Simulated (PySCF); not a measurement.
## CdC and its ions

PBE0; basis Cd def2-SVPD with ECP28, C def2-SVPD; scalar-relativistic core potentials; PySCF 2.14. Neutral (UKS): triplet (π ↑↑), Re = 2.180 Å, ωe = 405 cm⁻¹, De = 1.02 eV, HOMO -6.46 eV, LUMO -3.11 eV.

CdC⁺ (UKS): doublet (π ↑), Re = 2.282 Å, ωe = 360 cm⁻¹, De = 1.30 eV to Cd⁺ + C. The energies at the minima are -205.53293 hartree for CdC and -205.21981 for CdC⁺.

Task: Work out the adiabatic ionisation energy, without and with harmonic zero-point energies (1 hartree = 27.2114 eV, 1 eV = 8065.5 cm⁻¹), and the change of the bond length.

Result: At PBE0: 0.31312 hartree = 8.520 eV between the minima; the zero-point term (360.0 − 405.0)/2 cm⁻¹ = -0.003 eV makes it 8.518 eV. Re changes by +10.2 pm against the neutral. The electron leaves a π orbital; in so polar a molecule the change of length follows mostly from the change of the ionic charges.

CdC⁻ (UKS): quartet (σ ↑, π ↑↑), Re = 2.302 Å, ωe = 325 cm⁻¹. The energies at the minima are -205.53293 hartree for CdC and -205.58036 for CdC⁻.

Task: Work out the adiabatic electron affinity, without and with harmonic zero-point energies (1 hartree = 27.2114 eV, 1 eV = 8065.5 cm⁻¹), and the change of the bond length.

Result: At PBE0: 0.04743 hartree = 1.291 eV between the minima; the zero-point term (405.0 − 325.0)/2 cm⁻¹ = +0.005 eV makes it 1.296 eV. Re changes by +12.2 pm against the neutral. The electron enters a σ orbital; in so polar a molecule the change of length follows mostly from the change of the ionic charges.

Spin–orbit coupling is left out. For an ion De counts to the pair picked by the measured ionisation energies or electron affinities, which need not be the lowest pair at this level. The highest Kohn–Sham level is positive in this anion. Much of that is self-interaction error, but it also means that the finite basis helps to hold the extra electron. States were picked by a PBE0 search and need not be the measured ground states.
